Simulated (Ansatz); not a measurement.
Cost and result up the ladder for the cluster Si₃Ge (4 atoms). The state is a singlet with charge 0. Geometry: r2SCAN-D4/def2-SVP.

```tsv
atom	x (Å)	y (Å)	z (Å)
Si1	-0.882	0.820	-0.069
Si2	1.271	1.356	-0.740
Si3	0.910	-0.790	0.061
Ge4	-1.300	-1.387	0.748
```

Ansatz on 4 threads of Arm Neoverse N1 on a shared host. Times are rough, and most runs start from the orbitals of an earlier one. CAM-B3LYP-D4/def2-TZVP serves as the yardstick here, not as an exact answer. Differences are given only for rows in sets of like size (and for xTB, whose basis is part of the method), since another set adds its own error. Binding counts from free atoms at the same level (Si triplet, Ge triplet; other spins of the atoms weren't run), without zero-point energy or a counterpoise term.

The 6-31G sets use Cartesian d functions. B3LYP takes the VWN-RPA correlation. Correlated methods freeze 24 core orbitals; core or outer-core shells of Ge are correlated, in sets that lack core-valence functions. The structure comes from a short search, and lower isomers may exist.

Run but left out: HF/STO-3G, HF/6-31G (restricted singlet, unstable in another Hartree–Fock run and untested here).

Correlated methods converge slowly with the basis.

| level | functions | wall time | binding energy per atom (eV) | difference from CAM-B3LYP-D4/def2-TZVP (eV) | remarks |
| --- | --- | --- | --- | --- | --- |
| PBE-D4/def2-SVP | 86 | 1.2 s | 3.10 | – | – |
| B3LYP-D4/6-31G | 68 | 1.4 s | 2.40 | – | – |
| PBE-D4/def2-TZVP | 159 | 2.3 s | 3.13 | 0.39 | – |
| BLYP-D4/def2-TZVP | 159 | 2.4 s | 2.94 | 0.21 | – |
| PBE-D4/def2-TZVPD | 183 | 3.2 s | 3.14 | 0.40 | – |
| B3LYP-D4/def2-TZVP | 159 | 3.4 s | 2.88 | 0.14 | – |
| MP2/def2-TZVP | 159 | 3.6 s | 2.99 | 0.25 | restricted SCF unstable |
| RPA@PBE/def2-TZVP | 159 | 5 s | 2.58 | -0.16 | – |
| PBE0-D4/def2-TZVPD | 183 | 5.5 s | 2.99 | 0.26 | – |
| CAM-B3LYP-D4/def2-TZVP (with forces) | 159 | 5.5 s | 2.74 | 0.00 | – |
| r2SCAN-D4/def2-TZVP | 159 | 6 s | 3.01 | 0.27 | – |
| r2SCANh-D4/def2-TZVP | 159 | 6.5 s | 2.96 | 0.22 | – |
| r2SCAN-D4/def2-TZVPD | 183 | 7.5 s | 3.01 | 0.28 | – |
| CCSD(T)/def2-TZVPP | 174 | 37 s | 2.82 | 0.08 | restricted SCF unstable |
